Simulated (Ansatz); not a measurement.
Cu₃Ag₄⁺, relaxed as a singlet with RKS r2SCAN-D4/def2-SVP in Ansatz, starting from the GFN1-xTB geometry. Force threshold 0.02 eV/Å.

In the def2 sets Ag takes a core potential; there is no spin–orbit coupling. The relaxation made no stability test and no search for a lower SCF solution. No other spin state of charge 1 was run. The structure comes from a short search, and lower isomers may exist.

Start:

```xyz
7

Ag    2.409    1.050   -0.222
Ag   -1.768   -2.010    0.086
Ag    0.716    1.583    1.928
Ag   -1.072   -0.518    2.343
Cu   -0.008   -0.032    0.035
Cu    0.777    0.704   -2.147
Cu   -1.053   -0.776   -2.024
```

(1) Estimate the energy that the relaxation releases and the steps that it takes.

(2) Does the start keep its bonding?

(3) Predict the relaxed structure.

## Answers

(1) 19.6 kJ/mol, in 10 steps; 2.3 min on 4 threads of Arm Neoverse V1 on a shared host. The force fell under the threshold at step 9, but the optimiser went on. No frequencies were taken in this run, so the end may be a saddle point.

(2) By distances, no bond broke or formed. The bond that changes most is Ag1–Cu5, from 2.66 to 2.53 Å (atoms count from 1). The end is the same structure that another start reached.

(3) 
```tsv
atom	x (Å)	y (Å)	z (Å)
Ag1	2.165	1.239	-0.384
Ag2	-2.157	-1.318	-0.079
Ag3	0.879	1.320	2.038
Ag4	-0.942	-0.695	2.299
Cu5	-0.006	0.015	0.062
Cu6	0.408	0.807	-2.122
Cu7	-0.346	-1.368	-1.815
```
Bond lengths (bridged metal pairs left out): 6 × Ag–Cu 2.51 to 2.53 Å; 3 × Cu–Cu 2.32 to 2.36 Å; 3 × Ag–Ag 2.73 to 2.74 Å.
